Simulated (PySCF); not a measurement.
C6H10NSi: g tensor and hyperfine couplings

Species: C6H10NSi (doublet state).
Atom-mapped SMILES: `[CH2:1][CH2:2][C:3]1=[N:4][CH2:5][C:6]([SiH3:7])=[CH:8]1` (hydrogens: H9, H10 on C1; H11, H12 on C2; H13, H14 on C5; H15, H16, H17 on Si7; H18 on C8)

Cartesian coordinates in Å at the GFN2-xTB level; atoms count from 1:
```xyz
18
C6H10NSi angstrom
C     -2.7939    0.8069    0.5629
C     -2.3839   -0.5977    0.3897
C     -0.9744   -0.4875   -0.1219
N     -0.6653   -0.6129   -1.3645
C      0.7421   -0.3634   -1.4847
C      1.2424   -0.0560   -0.0996
Si     3.0169    0.3581    0.3194
C      0.1654   -0.1354    0.7058
H     -2.5577    1.3335    1.4683
H     -3.0852    1.3810   -0.2953
H     -2.3977   -1.1482    1.3319
H     -2.9894   -1.1072   -0.3599
H      0.9087    0.4666   -2.1766
H      1.2316   -1.2408   -1.9148
H      3.1278    0.5662    1.7628
H      3.4010    1.5753   -0.4016
H      3.8759   -0.7521   -0.1017
H      0.1269    0.0198    1.7681
```

The hyperfine couplings belong to this conformer and change with its torsions.

Theory: UKS B3LYP, pcH-1 on C H N Si, non-relativistic, mean-field spin-orbit, GIAO (PySCF). The structure is a single GFN2-xTB conformer in the gas phase; no vibrational or solvent corrections. Couplings are sensitive to structure, and on GFN2-xTB geometries they can be far from those on DFT ones. No stability test was run, so a lower SCF solution isn't excluded.

```json
{"g1, g2, g3": "2.00238, 2.00280, 2.00302", "g_iso": "2.00273", "Form of g": "rhombic: the two nearest values differ by 35 % of g3 − g1", "⟨S²⟩": "0.7546 (exact 0.7500)", "HOMO–LUMO gap, α and β orbitals": "4.46, 4.98 eV", "Total energy": "-578.83815 Eh", "Basis functions": "310"}
```

Hyperfine couplings atom by atom, in MHz; T1 to T3 are the principal values of the dipolar part; ρ(0) is the spin density at the nucleus:

| atom | isotope | a_iso | of which spin–orbit | T1 | T2 | T3 | Mulliken spin population | ρ(0) (bohr⁻³) |
| --- | --- | --- | --- | --- | --- | --- | --- | --- |
| C1 | 13C | 99.6 | -0.1 | -80.1 | -79.2 | 159.2 | 1.06 | 0.0887 |
| C2 | 13C | -27.0 | 0.0 | -3.0 | 0.8 | 2.2 | -0.08 | -0.0240 |
| C3 | 13C | 87.1 | 0.0 | -9.3 | -3.5 | 12.8 | 0.01 | 0.0775 |
| N4 | 14N | 3.4 | 0.0 | -3.3 | -2.7 | 6.0 | 0.06 | 0.0105 |
| C5 | 13C | 2.0 | 0.0 | -0.7 | -0.3 | 1.0 | 0.00 | 0.0018 |
| C6 | 13C | -0.3 | 0.0 | -1.5 | 0.3 | 1.2 | -0.01 | -0.0003 |
| Si7 | 29Si | -0.3 | 0.0 | -0.2 | 0.1 | 0.1 | 0.00 | 0.0004 |
| C8 | 13C | -0.8 | 0.0 | -1.0 | -0.1 | 1.2 | 0.00 | -0.0007 |
| H9 | 1H | -60.6 | 0.0 | -38.5 | -0.3 | 38.9 | -0.04 | -0.0136 |
| H10 | 1H | -59.2 | 0.0 | -38.3 | -0.5 | 38.8 | -0.04 | -0.0133 |
| H11 | 1H | 28.7 | 0.0 | -4.8 | -4.4 | 9.2 | 0.01 | 0.0064 |
| H12 | 1H | 37.9 | 0.0 | -5.0 | -4.2 | 9.1 | 0.02 | 0.0085 |
| H13 | 1H | 16.4 | 0.0 | -1.1 | -0.7 | 1.8 | 0.01 | 0.0037 |
| H14 | 1H | 9.0 | 0.0 | -1.1 | -1.1 | 2.2 | 0.00 | 0.0020 |
| H15 | 1H | 0.0 | 0.0 | -0.4 | -0.3 | 0.7 | 0.00 | 0.0000 |
| H16 | 1H | -0.9 | 0.0 | -0.4 | -0.3 | 0.6 | 0.00 | -0.0002 |
| H17 | 1H | -0.1 | 0.0 | -0.3 | -0.2 | 0.5 | 0.00 | 0.0000 |
| H18 | 1H | -0.3 | 0.0 | -2.2 | -1.8 | 3.9 | 0.00 | -0.0001 |

The Mulliken spin populations are largest on C1 (+1.06), C2 (-0.08) and N4 (+0.06). C1 is the only atom above +0.15. The positive populations add up to 1.18 and the negative ones to -0.18, together 2S = 1. The angles at C1 add up to 358.0°, so it is nearly planar; its axial dipolar tensor and the negative couplings of its protons fit spin in a p orbital normal to that plane.

Under fast tumbling the dipolar parts average out, and these isotropic splittings remain: 2 × 1H (H9/H10, I = 1/2, 3 lines) with 2.14 mT, 2 × 1H (H11/H12, I = 1/2, 3 lines) with 1.19 mT, 2 × 1H (H13/H14, I = 1/2, 3 lines) with 0.45 mT and 1 × 14N (N4, I = 1, 3 lines) with 0.12 mT.

Nuclei that the bonding pattern makes equivalent are averaged, as if the motion that swaps them (rotation, inversion, ring flip) were fast. The 1H value of +33.3 MHz is a mean of couplings from 28.7 to 37.9 MHz in this one geometry, not an average over conformers. The 1H value of +12.7 MHz is a mean of couplings from 9.0 to 16.4 MHz in this one geometry, not an average over conformers.

The 13C coupling of C1 (99.6 MHz) shows only in satellite lines or after enrichment, since that isotope makes up about 1.07 % of natural carbon.
